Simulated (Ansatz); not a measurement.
SnI2, SMILES [I][Sn][I] (connectivity only; charge and spin as stated), neutral, multiplicity 1.

Geometry: B3LYP-D3(BJ)/def2-SVP. The isomer is the one that the SMILES or the coordinates give; other isomers of the formula were not compared. The def2 effective core potentials stand for the cores of I, Sn; spin–orbit coupling is left out.

Two levels are set side by side: PBE/def2-SVPD (Ansatz, a first-principles code) and ωB97X-V/def2-SVPD (Ansatz). Energy differences of separate SCF runs at the same geometry; the states with an electron removed or added have multiplicity 2 and 2. Differences are taken from unrounded values.

| quantity | ωB97X-V | PBE | PBE minus ωB97X-V |
|---|---|---|---|
| vertical ionisation energy (eV) | 9.26 | 8.84 | -0.42 |
| vertical electron affinity (eV) | 1.91 | 1.69 | -0.22 |
| vertical singlet–triplet gap (eV) | 2.34 | 2.27 | -0.08 |
